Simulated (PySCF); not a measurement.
Simulated C 1s region for `c1cc(C=C)c(cc1)C` (2-methylstyrene), binding energy against the vacuum level.

Every computed line was given a Gaussian of 0.8 eV full width at half maximum and an area set by the number of equivalent atoms; the highest printed point is 100. Computed, not measured: delta-SCF UKS SCAN, pcX-2 on the ionised atom, pcseg-1 elsewhere, spin-free X2C (PySCF).

binding energy (eV), intensity and a bar:
```
    288.6          0 
    288.7          0 
    288.8          1 
    288.9          2 
    289.0          3 #
    289.1          7 ##
    289.2         12 ####
    289.3         20 ######
    289.4         32 ##########
    289.5         46 ##############
    289.6         61 ##################
    289.7         77 #######################
    289.8         89 ###########################
    289.9         97 #############################
    290.0        100 ##############################
    290.1         97 #############################
    290.2         89 ###########################
    290.3         79 ########################
    290.4         67 ####################
    290.5         55 #################
    290.6         44 #############
    290.7         34 ##########
    290.8         26 ########
    290.9         18 #####
    291.0         12 ####
    291.1          8 ##
    291.2          5 #
    291.3          3 #
    291.4          1 
    291.5          1 
    291.6          0 
    291.7          0 
    291.8          0
```

**Question.** How many maxima does the curve show, and how many computed lines lie under it?

**Answer.** The curve has 1 maximum (at 290.0 eV). Under it lie 9 lines from 9 inequivalent carbon sites. At this width some lines have no maximum of their own.

**Question.** Decompose the envelope and assign each component. Numbering: `[CH2:1]=[CH:2][c:3]1[cH:4][cH:5][cH:6][cH:7][c:8]1[CH3:9]`.

**Answer.** 
| position (eV) | relative area | line | atoms | environment |
| --- | --- | --- | --- | --- |
| 289.70 | 1 | C 1s | C1 | terminal =CH2 carbon |
| 289.87 | 1 | C 1s | C6 | aromatic CH carbon |
| 289.88 | 1 | C 1s | C4 | aromatic CH carbon |
| 289.90 | 1 | C 1s | C7 | aromatic CH carbon |
| 289.94 | 1 | C 1s | C5 | aromatic CH carbon |
| 290.09 | 1 | C 1s | C8 | substituted aromatic carbon |
| 290.18 | 1 | C 1s | C3 | substituted aromatic carbon |
| 290.38 | 1 | C 1s | C2 | alkene CH carbon |
| 290.64 | 1 | C 1s | C9 | benzylic-type carbon |

**Question.** What are the centre and the root-mean-square width of the whole band?

**Answer.** The area-weighted mean of the lines is 290.07 eV. Their own spread about it is 0.28 eV (rms) and each Gaussian has σ = 0.8/2.355 = 0.34 eV; the variances add, which gives 0.44 eV.

The listed C 1s values span 0.94 eV, from C1 (bonded to C (double bond) and 2 H) to C9 (bonded to C and 3 H). The widest gap between neighbouring values is 0.26 eV, between 290.38 and 290.64 eV. The values 289.87, 289.88, 289.90 and 289.94 eV lie too close for their order to be trusted.

The curve has no shake-up lines and no vibrational structure. Spin contamination (⟨S²⟩ against 0.75 for a pure doublet) is marked for C 1s of C2 (0.95), C 1s of C3 (0.88), C 1s of C4 (0.86), C 1s of C5 (0.86), C 1s of C6 (0.86), C 1s of C7 (0.87) and C 1s of C8 (0.88), which makes these values less certain. Isolated species at its PBE0-D3(BJ)/def2-SVP geometry (one conformer only).

The run took 3.2 min of wall time on one thread of an x86-64 server, shared host.

The values belong to the conformer `[CH2:1]=[CH:2][c:3]1[cH:4][cH:5][cH:6][cH:7][c:8]1[CH3:9]`: C1–C2–C3–C4 25°.
